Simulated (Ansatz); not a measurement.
Total energies of C₂H₄ClGe (`C=[CH][GeH][Cl]`) radical.

Z-matrix (Å, degrees):
```
C
C 1 1.330
H 1 1.086 2 121.5
H 1 1.086 2 121.8 3 179.1
Ge 2 1.928 1 123.6 3 178.0
H 2 1.088 1 120.0 3 1.9
Cl 5 2.163 2 108.0 1 14.8
H 5 1.549 2 113.4 1 133.4
```

Charge 0, multiplicity 2. Correlated methods include outer-core shells of Ge, which these sets cover unevenly. Scalar relativity is left out up to krypton. The geometry is a stationary point of PBE0-D4/def2-TZVP. It is one conformer, not always the lowest. Basis def2-TZVPP, Ansatz.

RPA on PBE orbitals: Hartree–Fock energy of these orbitals -2612.90505 Eh, correlation -1.21985 Eh (frozen core).

```csv
functional,kind,energy without D4 (Eh),D4 term (kJ/mol)
LDA (SPW92),LDA,-2610.45218,–
PBE,GGA,-2615.23301,-18.3
revPBE,GGA,-2615.57891,-51.9
BLYP,GGA,-2615.86046,-40.0
r2SCAN,meta-GGA,-2615.75829,-4.3
B3LYP,"global hybrid, 20 %",-2615.91057,-29.9
r2SCANh,"meta-GGA hybrid, 10 %",-2615.74545,-4.6
r2SCAN0,"meta-GGA hybrid, 25 %",-2615.72760,-5.1
HSE06 (plane-wave form),screened hybrid,-2615.32173,-14.6
BHLYP,"global hybrid, 50 %",-2615.77512,-24.5
CAM-B3LYP,range-separated hybrid,-2615.93080,-16.0
LC-ωPBE,long-range corrected hybrid,-2615.38497,–
ωB97X-V,range-separated hybrid GGA with VV10,-2615.55868,–
PBE-QIDH,double hybrid,-2614.90731,–
```

(1) Give the same for B97M-V, PBE0, ωB97M-V, B2PLYP. (Best estimate.)

B3LYP takes the VWN-RPA correlation (the form of Gaussian; ORCA's B3LYP/G). HSE06 is the plane-wave form, built on full-range PBE exchange. The double hybrids freeze the cores in their second-order part.

## Answers

(1) Ansatz gave: 
```tsv
functional	kind	energy without D4 (Eh)	D4 term (kJ/mol)
B97M-V	meta-GGA with VV10	-2615.33979	–
PBE0	global hybrid, 25 % exact exchange	-2615.33339	-15.5
ωB97M-V	range-separated hybrid meta-GGA with VV10	-2615.66423	–
B2PLYP	double hybrid	-2615.27252	–
```

LC-ωPBE has ω = 0.4 bohr⁻¹.
